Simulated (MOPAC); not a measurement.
MOPAC input (PM7):

```
PM7 1SCF GEO-OK AUX(PRECISION=9) THREADS=1
C2H2F2

C     1.36656412 1   -0.18415937 1   -0.09598662 1
C     0.06593869 1   -0.00888596 1   -0.00463149 1
F    -0.83029842 1   -0.97785241 1    0.07898218 1
F    -0.54605565 1    1.16333108 1    0.01769207 1
H     2.01907743 1    0.67097753 1   -0.15970021 1
H     1.77309228 1   -1.18201362 1   -0.10665944 1
```

From the output:

```
                                                       MOPAC v23.2.5 Linux

          FINAL HEAT OF FORMATION =        -82.42200 KCAL/MOL =    -344.85363 KJ/MOL

          COSMO AREA              =         87.33 SQUARE ANGSTROMS
          COSMO VOLUME            =         69.32 CUBIC ANGSTROMS

          IONIZATION POTENTIAL    =         11.157584 EV
          HOMO LUMO ENERGIES (EV) =        -11.158  0.175
          NO. OF FILLED LEVELS    =         12
          MOLECULAR WEIGHT        =         64.0346         POINT GROUP:  C2v

          MOLECULAR DIMENSIONS (Angstroms)

            Atom       Atom       Distance
            H     5    F     3     3.30069
            H     6    F     4     3.19216
            C     2    C     1     0.00000

          SCF CALCULATIONS        =          1

   ATOM   CHEMICAL          X               Y               Z
  NUMBER   SYMBOL      (ANGSTROMS)     (ANGSTROMS)     (ANGSTROMS)

     1       C          1.36656412  *  -0.18415937  *  -0.09598662  *
     2       C          0.06593869  *  -0.00888596  *  -0.00463149  *
     3       F         -0.83029842  *  -0.97785241  *   0.07898218  *
     4       F         -0.54605565  *   1.16333108  *   0.01769207  *
     5       H          2.01907743  *   0.67097753  *  -0.15970021  *
     6       H          1.77309228  *  -1.18201362  *  -0.10665944  *

                             CARTESIAN COORDINATES

   1    C        1.366564120    -0.184159370    -0.095986620
   2    C        0.065938690    -0.008885960    -0.004631490
   3    F       -0.830298420    -0.977852410     0.078982180
   4    F       -0.546055650     1.163331080     0.017692070
   5    H        2.019077430     0.670977530    -0.159700210
   6    H        1.773092280    -1.182013620    -0.106659440

           Empirical Formula: C2 H2 F2  =     6 atoms

      MOLECULAR POINT GROUP   :   C2v

                  EIGENVALUES
 -41.97112 -41.85234 -27.71329 -21.35819 -19.01006 -17.94164 -17.75415 -16.57273
 -16.05173 -15.06573 -14.55074 -11.15758   0.17456   1.94579   2.60104   4.34121
   5.47291   5.79114

              NET ATOMIC CHARGES AND DIPOLE CONTRIBUTIONS

  ATOM NO.   TYPE          CHARGE      No. of ELECS.   s-Pop       p-Pop
    1          C          -0.431445        4.4314     1.08763     3.34381
    2          C           0.364860        3.6351     1.12409     2.51105
    3          F          -0.157049        7.1570     1.96698     5.19006
    4          F          -0.157049        7.1570     1.96698     5.19006
    5          H           0.190342        0.8097     0.80966
    6          H           0.190342        0.8097     0.80966
 DIPOLE           X         Y         Z       TOTAL
 POINT-CHG.     1.789    -0.241    -0.126     1.809
 HYBRID        -0.520     0.070     0.037     0.526
 SUM            1.269    -0.171    -0.089     1.283

          ATOMIC ORBITAL ELECTRON POPULATIONS

     Atom    s        px        py        pz
    1  C   1.08763   1.02204   1.17536   1.14641
    2  C   1.12409   0.85754   0.72603   0.92747
    3  F   1.96698   1.65447   1.57585   1.95975
    4  F   1.96698   1.83057   1.39708   1.96241
    5  H   0.80966
    6  H   0.80966

 **********************
 *                    *
 * JOB ENDED NORMALLY *
 *                    *
 **********************

 == MOPAC DONE ==
```

The geometry given is a B3LYP-D3(BJ)/def2-TZVP minimum.
